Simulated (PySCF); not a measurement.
Sn(Cl)3(OSiH3) (Cl₃H₃OSiSn), SMILES [SiH3][O][Sn]([Cl])([Cl])[Cl].

Coordinates come from a B3LYP-D3(BJ)/def2-SVP optimisation. The def2 effective core potentials stand for the cores of Sn; spin–orbit coupling is left out. The values are those of a single conformer.

Method: PBE/def2-TZVP in PySCF.

Symmetry labels are those of the subgroup Cs that the program uses (full group Cs).

Computed valence orbital energies around the gap with their symmetry:
| orbital | symmetry | energy (eV) |
|---|---|---|
| HOMO−7 | A' | -8.63 |
| HOMO−6 | A' | -8.56 |
| HOMO−5 | A" | -8.55 |
| HOMO−4 | A" | -8.36 |
| HOMO−3 | A' | -8.33 |
| HOMO−2 | A" | -8.22 |
| HOMO−1 | A' | -7.94 |
| HOMO | A" | -7.68 |
| LUMO | A' | -4.26 |
| LUMO+1 | A' | -1.34 |
| LUMO+2 | A' | -0.89 |
| LUMO+3 | A" | -0.84 |
